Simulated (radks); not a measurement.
Results of a calculation; reference values are marked as such.
Q: Coherent X-ray form factor from a spherical all-electron density. Level of theory: scalar-relativistic Kohn-Sham, exchange-only LDA, spin-polarised, spherical densities, finite nucleus; Fermi nuclear charge, rms radius of each element as measured or else 0.836 A^(1/3) + 0.57 fm (a radial shooting solver on a logarithmic mesh with Libxc functionals).

sin(theta)/lambda (1/angstrom)  f0 (electrons)
0.05                                     8.802
0.1                                      8.259
0.15                                     7.492
0.2                                      6.631
0.25                                     5.779
0.3                                      4.998
0.4                                      3.739
0.5                                      2.878
0.6                                      2.322
0.8                                      1.745
1                                        1.484
1.25                                     1.282
1.5                                      1.111
2                                        0.800

The species is in the configuration that NIST lists as its ground one. Which atom or ion scatters so?

A: Neutral fluorine, [He] 2s2 2p5. Extrapolating in s^2 from the first two rows gives f0(0) = 9.0, near the electron count 9; among species with that count, the fall with angle is slower the higher Z, and the table is that of Z = 9; from so few rows the species is fixed only to a neighbour or two.
